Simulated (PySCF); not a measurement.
B₃H₃O₃, charge +1, multiplicity 2. Atoms are numbered in the order given.

```xyz
9

B      0.0000     0.0000     1.5167
O      0.0000     1.0950     0.6597
B      0.0000     1.1716    -0.7040
O      0.0000     0.0000    -1.4142
B      0.0000    -1.1716    -0.7040
O      0.0000    -1.0950     0.6597
H      0.0000     0.0000     2.7002
H      0.0000     2.2615    -1.2429
H      0.0000    -2.2615    -1.2429
```
Charge +1, spin multiplicity 2.

Coordinates come from a B3LYP-D3(BJ)/def2-SVP optimisation. The spin state was assumed, not searched.

These are B3LYP-D3(BJ)/def2-SVP in PySCF values and carry that method's errors.

No scaling factor is applied to the harmonic values.

Computed harmonic wavenumbers and intensities:
| mode | ν (cm⁻¹) | IR (km/mol) | moving atoms (share of kinetic energy) |
|---|---|---|---|
| 1 | 189 | 7.6 | O 44 %, H 29 %, B 27 % |
| 2 | 265 | 0.0 | O 48 %, H 29 %, B 22 % |
| 3 | 283 | 1.8 | B 49 %, O 49 % |
| 4 | 325 | 25.5 | H 44 %, O 35 %, B 21 % |
| 5 | 483 | 100.5 | O 65 %, B 29 % |
| 6 | 654 | 27.8 | O 57 %, B 41 % |
| 7 | 790 | 0.0 | H 57 %, B 40 % |
| 8 | 822 | 53.1 | H 52 %, B 26 %, O 22 % |
| 9 | 830 | 21.3 | H 53 %, B 40 % |
| 10 | 849 | 86.3 | H 59 %, B 34 % |
| 11 | 891 | 52.3 | B 54 %, O 41 % |
| 12 | 896 | 8.9 | H 42 %, B 39 %, O 19 % |
| 13 | 909 | 7.1 | H 51 %, O 28 %, B 21 % |
| 14 | 996 | 0.0 | H 80 %, B 13 % |
| 15 | 1064 | 4.4 | H 45 %, O 41 %, B 14 % |
| 16 | 1169 | 9.9 | B 60 %, O 31 %, H 9 % |
| 17 | 1254 | 33.0 | B 62 %, O 32 % |
| 18 | 1312 | 242.7 | B 53 %, O 43 % |
| 19 | 2407 | 825.9 | H 95 % |
| 20 | 2489 | 355.0 | H 92 % |
| 21 | 2823 | 35.4 | H 89 %, B 11 % |
